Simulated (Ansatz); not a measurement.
Ideal-gas functions of `[F][Sb]([SiH3])[Cl]` at 400 K and 1 bar, from an Ansatz frequency run at PBE0-D4/def2-TZVP.

Molar mass 207.32 g/mol, point group C1 (symmetry number 1), electronic degeneracy 1, moments of inertia 209.254, 271.881, 367.994 u Å². Harmonic wavenumbers (cm⁻¹, unscaled): 84, 103, 126, 164, 298, 364, 466, 472, 607, 837, 925, 931, 2217, 2234, 2255.

Use S(trans) = R[1.5 ln M + 2.5 ln T − 1.1517]; rotational temperatures θ = 24.2544 K / I; S(rot) = R[ln(√π/σ · √(T³/θAθBθC)) + 1.5]; for each mode x = 1.438777 ν̃/T, S = R[x/(eˣ − 1) − ln(1 − e⁻ˣ)] and H = RT x/(eˣ − 1); 1 cm⁻¹ = 0.0119627 kJ/mol; R = 8.31446 J/(mol·K).

**Question.** By hand: the entropy, in J/(mol·K).

**Answer.** Translation 181.5. Rotation: θ = 0.1159, 0.0892, 0.0659 K, giving 122.3. Vibration, mode by mode: 18.30, 16.62, 14.97, 12.82, 8.12, 6.64, 4.93, 4.85, 3.30, 1.72, 1.33, 1.31, 0.03, 0.02, 0.02, in all 95.0. Electronic 0.0. Sum 398.8 J/(mol·K).

**Question.** By hand: H − E and G − E in kJ/mol, counted from the electronic energy.

**Answer.** Zero-point energy ½ × 12083 × 0.0119627 = 72.3; thermal vibration 19.0; translation, rotation and pV give 4 RT = 13.3. H − E = 104.6 kJ/mol, and G − E = 104.6 − 400 × 398.8/1000 = -54.9 kJ/mol.

Vibration gives 24 % of the entropy, 49.9 J/(mol·K) of it from the modes under 150 cm⁻¹: soft modes count most, and the harmonic formula is weakest for them. The sum counts one conformer and one mirror image; others add a mixing term.
